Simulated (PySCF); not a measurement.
# Ionisation energy along the 14-electron series

Calculated with PySCF 2.14 and a two-component X2C-1e Hamiltonian (Gaussian nucleus, no Breit or QED terms), each ion in its own even-tempered basis scaled to its charge; GMP2 freezes 1s2 and drops the highest virtual spinors. Values in eV. NIST values: (m) measured, (s) semi-empirical, (t) theoretical.

```
  ion  configuration  GHF (spin-free)  GMP2 (spin-free)  GHF (screened spin-orbit)  GMP2 (screened spin-orbit)          NIST
 I³⁹⁺   [Ne] 3s2 3p2           2794.3            2795.0                     2837.0                      2838.8  2836 ± 4 (t)
Xe⁴⁰⁺   [Ne] 3s2 3p2           2929.4            2930.1                     2976.7                      2978.6  2975 ± 4 (t)
Cs⁴¹⁺   [Ne] 3s2 3p2           3067.9            3068.6                     3120.1                      3122.0  3118 ± 4 (t)
```

Between Z = 53 and Z = 55 the GMP2 (screened spin-orbit) value grows as Z to the power 2.57.
